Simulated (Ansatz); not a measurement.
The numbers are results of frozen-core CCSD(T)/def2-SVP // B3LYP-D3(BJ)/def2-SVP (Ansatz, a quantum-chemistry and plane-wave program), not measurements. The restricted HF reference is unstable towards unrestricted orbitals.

Ansatz 0.2 input:
```yaml
crystal:
  periodic: [false, false, false]
  atoms:
    - { symbol: Si, position_ang: [-1.30352, -1.304939, 0.458905] }
    - { symbol: Si, position_ang: [0.222364, 0.259524, 1.369501] }
    - { symbol: Si, position_ang: [1.82134, -0.505448, -0.199932] }
    - { symbol: Si, position_ang: [-0.222334, -0.259489, -1.369514] }
    - { symbol: Si, position_ang: [-0.517837, 1.810393, -0.258976] }
    - { symbol: H, position_ang: [-1.009168, -2.747542, 0.684473] }
    - { symbol: H, position_ang: [-2.754186, -1.019902, 0.64042] }
    - { symbol: H, position_ang: [2.336042, -1.891681, -0.020821] }
    - { symbol: H, position_ang: [2.922269, 0.432383, -0.556384] }
    - { symbol: H, position_ang: [-1.913114, 2.315077, -0.128075] }
    - { symbol: H, position_ang: [0.418045, 2.911624, -0.619595] }
basis:
  gaussian: { orbitals: def2-SVP }
correlation:
  method: ccsd_t
```

Output:

```
Functional definition: HF
1148 factors; integrals over basis functions are off by at most 1.0e-3 eV
mean field evaluation 1: about -39390.7327 eV, gradient 1.5e1 eV
mean field evaluation 2: about -39390.7340 eV, gradient 1.5e1 eV
mean field evaluation 4: about -39392.3658 eV, gradient 8.0e-1 eV
mean field evaluation 8: about -39392.3704 eV, gradient 3.4e-5 eV
mean field evaluation 16: about -39392.3694 eV, gradient 6.0e-2 eV
mean field -39392.37035246 eV, -1447.6429093453 hartree, gradient 1.2e-6 eV, S^2 0.000000; 0 other end points of the search recorded, 0 dependent functions left out; unrestricted orbitals would lower it
25 core orbitals not correlated
reference -39392.37035246 eV, -1447.6429093453 hartree; 13, 13 occupied and 82, 82 virtual orbitals, 1148 factors
second order -13.47278625 eV of doubles, -0.00000000 eV of singles
cycle   1  -14.37797306 eV  change   -9.1e-1 eV  update   1.2e-1
cycle   2  -14.96099077 eV  change   -5.8e-1 eV  update   4.0e-2
cycle   3  -15.07560424 eV  change   -1.1e-1 eV  update   1.7e-2
cycle   4  -15.07286294 eV  change    2.7e-3 eV  update   4.7e-3
cycle   5  -15.07180822 eV  change    1.1e-3 eV  update   1.7e-3
cycle   6  -15.07139215 eV  change    4.2e-4 eV  update   5.3e-4
cycle   7  -15.07131483 eV  change    7.7e-5 eV  update   1.6e-4
cycle   8  -15.07141371 eV  change   -9.9e-5 eV  update   5.6e-5
cycle   9  -15.07141683 eV  change   -3.1e-6 eV  update   1.8e-5
perturbative correction -0.79613914 eV, -0.0292575736 hartree
Total energy: -39408.23790842 eV, -1448.2260312715 hartree
```

Cost: around 21 core-seconds (rough).
